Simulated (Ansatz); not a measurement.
C2H6OSi, SMILES `C1C[SiH2]O1`. The species carries charge 0 and has multiplicity 1. Geometry: relaxed with PBE0-D4/def2-TZVP.

```xyz
10

C    -0.483    1.014    0.140
C    -0.312   -0.158   -0.855
Si    0.719   -0.868    0.537
O     0.296    0.565    1.276
H    -0.076    1.959   -0.230
H    -1.519    1.172    0.448
H     0.210    0.108   -1.773
H    -1.239   -0.674   -1.103
H     0.221   -2.084    1.237
H     2.183   -1.033    0.323
```

Q: What is the dipole moment at ωB97M-V/def2-TZVPP? (Best estimate.)

A: Computed: 1.79 D, with components (-0.56, -0.40, -1.65) D in this frame, pointing from negative to positive charge.

Q: And with PBE, r2SCAN, B3LYP? (An estimate is asked.)

A: Computed: PBE 1.71 D, r2SCAN 1.75 D, B3LYP 1.79 D.

Q: Give the Mulliken charges with ωB97M-V, PBE, B3LYP in def2-TZVPP. (Best estimate.)

A: Ansatz gave: 
```tsv
atom	ωB97M-V	PBE	B3LYP
C1	0.05	0.06	0.08
C2	-0.39	-0.29	-0.34
Si3	0.45	0.42	0.52
O4	-0.41	-0.35	-0.42
H5	0.09	0.07	0.08
H6	0.09	0.07	0.08
H7	0.11	0.09	0.10
H8	0.11	0.09	0.10
H9	-0.05	-0.09	-0.09
H10	-0.05	-0.08	-0.09
```

B3LYP here is the variant with VWN-RPA as its local correlation; programs differ in this.
